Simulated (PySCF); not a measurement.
## Radial density of Pt (platinum, neutral)

UHF, [Xe] 4f14 5d8 6s2, high-spin 3F determinant (an excited configuration). Calculation: PySCF 2.14, in def2-TZVPPD with the def2 core potential (60 electrons); scalar relativity through the core potential. This is the valence pseudo-density: the core potential removes the inner electrons and smooths the orbitals near the nucleus.

```csv
r (bohr),4πr²ρ (e/bohr),4πr²(ρα − ρβ)
0.139,4.773e-05,0.0000
0.234,0.001724,0.0002
0.394,0.1691,0.0092
0.662,6.621,0.3109
1.11,14.80,1.5316
1.87,5.114,0.9351
3.15,1.117,0.0871
5.30,0.1091,-0.0156
8.91,0.001158,-0.0003
```

Energies and moments cover only the electrons outside the core potential. Spin-orbit coupling, absent here, splits the open shell strongly.

(1) Where is the radial spin density 4πr²(ρα − ρβ) most negative, and why is it negative at all?

## Answers

(1) Around r = 5.30 bohr, down to -0.0156 e/bohr: exchange with the open shell polarises the paired shells in an unrestricted calculation.
